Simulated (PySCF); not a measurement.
# From computed data to an observable: oscillator strength and radiative lifetime

BiF2Br, SMILES [F][Bi]([F])[Br].

Geometry: PBE-D3(BJ)/def2-SVP. The def2 effective core potentials stand for the cores of Bi; spin–orbit coupling is left out.

TDDFT-ωB97X/def2-SVPD in PySCF puts the first singlet state with f over 0.02 at 5.94 eV (vertical), with the transition dipole (-0.553, -0.264, 0.000) in atomic units.

Find the oscillator strength, the wavelength and the radiative lifetime that this transition would have in vacuum if emission retraced absorption.


|μ|² = 0.3755 au, so |μ| = 1.56 D. ΔE = 5.94/27.211 = 0.2183 hartree. f = (2/3) ΔE |μ|² = 0.055 (the program prints 0.055).
λ = 1239.84/5.94 = 209 nm; ν = 47909 cm⁻¹.
Einstein's coefficient A = 0.6670 ν² f s⁻¹ (ν in cm⁻¹) = 8.4e7 s⁻¹, so τ = 1/A = 12 ns. This state is S4; the lower singlets have f = 0.011, 0.002, 0.014. The figure is the radiative limit of this one transition; relaxation, internal conversion, crossing to triplets and a medium change what is measured.
